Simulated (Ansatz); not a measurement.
C2H6Si, triplet, geometry from GFN2-xTB (the spin is typed, not shown lowest); R2SCAN/cc-pVDZ (Ansatz, an electronic-structure program).

Input for Ansatz:
Ansatz 0.2 input:
```yaml
crystal:
  periodic: [false, false, false]
  atoms:
    - {symbol: Si, position_ang: [-0.22557279, 0.10048843, 0.54354598]}
    - {symbol: C, position_ang: [0.80815630, 1.43062728, -0.36562619]}
    - {symbol: H, position_ang: [0.89963295, 2.32514890, 0.24010217]}
    - {symbol: H, position_ang: [0.33915249, 1.70441352, -1.30816930]}
    - {symbol: H, position_ang: [1.80852352, 1.06063375, -0.57935784]}
    - {symbol: C, position_ang: [-0.50782834, -1.56441774, -0.35805176]}
    - {symbol: H, position_ang: [0.44090874, -2.05191612, -0.57148623]}
    - {symbol: H, position_ang: [-1.02846229, -1.40813635, -1.30029770]}
    - {symbol: H, position_ang: [-1.10370406, -2.23423906, 0.25163281]}
basis:
  gaussian:
    orbitals: cc-pVDZ
    occupation: {up: {"A1": 8, "A2": 1, "B1": 3, "B2": 5}, down: {"A1": 7, "A2": 1, "B1": 2, "B2": 5}}
hamiltonian:
  xc: r2scan
magnetization: {spin_polarized: true, initial_magnetization: 2}
```

What the program printed (banner, timings and long lists left out):

```
Functional definition: r2SCAN
the irreps are read with x along [-0.834, 0.365, -0.414], y along [-0.402, -0.916, 0.002] and z along [-0.378, 0.168, 0.910] of the geometry given
946 factors; their error is unknown
mean field evaluation 1: about -10035.0770 eV, gradient 4.5e1 eV
mean field evaluation 2: about -10044.9429 eV, gradient 5.1e0 eV
mean field evaluation 4: about -10045.1037 eV, gradient 2.2e-1 eV
mean field evaluation 8: about -10045.1043 eV, gradient 2.5e-6 eV
mean field -10045.10427965 eV, -369.1507734611 hartree, gradient 2.5e-6 eV, S^2 2.004192; 0 other end points of the search recorded, 0 dependent functions left out
reference -10045.10429089 eV, -369.1507738741 hartree; 17, 15 occupied and 59, 61 virtual orbitals, 946 factors
Total energy: -10045.10429089 eV, -369.1507738741 hartree
```
